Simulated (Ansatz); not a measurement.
```yaml
crystal:
  periodic: [false, false, false]
  atoms:
    - {symbol: O, position_ang: [-0.799025, 1.261194, 1.370449]}
    - {symbol: Si, position_ang: [0.063569, 0.401754, 0.292240]}
    - {symbol: Se, position_ang: [2.186677, 0.940523, 0.762649]}
    - {symbol: C, position_ang: [-0.495820, -1.067513, -0.577162]}
    - {symbol: O, position_ang: [-0.459205, 0.281685, -1.256223]}
    - {symbol: H, position_ang: [-1.749442, 1.303054, 1.244391]}
    - {symbol: H, position_ang: [2.666148, 0.064234, -0.314741]}
    - {symbol: H, position_ang: [-1.510386, -1.454077, -0.497019]}
    - {symbol: H, position_ang: [0.186184, -1.776954, -1.041585]}
basis:
  gaussian: {orbitals: pcseg-2}
total_charge: -1
magnetization: {spin_polarized: true, initial_magnetization: 1}
hamiltonian: {xc: {name: B3LYP-D3}}
accuracy: high
output: {forces: true}
```

```sh
$ ansatz run in.yaml --threads 4 --pin off --events-out ev --progress --plain --max-ram 10444MiB
```

Problem. How does Ansatz answer? (Estimate.)

Solution. Ansatz gave: The input was rejected before any iteration.
```
Error: YAML parse error: error: line 17 column 19: hamiltonian.xc: no functional is named "B3LYP-D3"; the names, which are not case-sensitive, are SVWN5, SPW92, PBE, PBE0, PBEsol, revPBE, revPBE0, RPBE, rPW86-PBE, HSE06, wPBEh, LC-wPBE, HISS, HF, BLYP, B3LYP, B3LYP5, BHLYP, CAM-B3LYP, r2SCAN, r2SCANh, r2SCAN0, r2SCAN50, m-r2SCAN, B97, wB97, wB97X, wB97X-V, B97M-V, wB97M-V, B2PLYP, B2GP-PLYP, PBE0-DH, PBE-QIDH
15 | total_charge: -1
16 | magnetization: {spin_polarized: true, initial_magnetization: 1}
17 | hamiltonian: {xc: {name: B3LYP-D3}}
18 | accuracy: high
19 | output: {forces: true}
```

HSE06 is defined as in plane-wave codes.
